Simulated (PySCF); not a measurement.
Ga(NHMe)(OH)2 (CH6GaNO2), SMILES C[NH][Ga]([OH])[OH].

Coordinates come from a B3LYP-D3(BJ)/def2-SVP optimisation. The values are those of a single conformer.

Two levels are set side by side: PBE/def2-TZVP (PySCF) and B3LYP/def2-TZVP (PySCF). Same geometry, gas phase. Differences are taken from unrounded values.

```csv
quantity,B3LYP
orbital gap (eV),5.72
highest occupied level (eV),-6.54
lowest empty level (eV),-0.82
dipole moment (D),2.13
mean polarisability (bohr³),53.4
```

### Question
What does PBE give, and how far is it from B3LYP? (The exact figures need the calculation; the answer reports its results.)

### Answer

```
quantity                       PBE  PBE minus B3LYP
---------------------------  -----  ---------------
orbital gap (eV)              4.00            -1.73
highest occupied level (eV)  -5.38             1.17
lowest empty level (eV)      -1.38            -0.56
dipole moment (D)             2.04            -0.09
mean polarisability (bohr³)   56.1              2.7
```

Without exact exchange PBE keeps part of each electron's self-repulsion, which lifts occupied levels and narrows the gap. PBE's more diffuse valence density responds more strongly to a field. Differences between two approximate levels are no errors against the true value.

Rough cost on one machine, each run with all the roots and properties that it gave: B3LYP against PBE within a factor of 2.
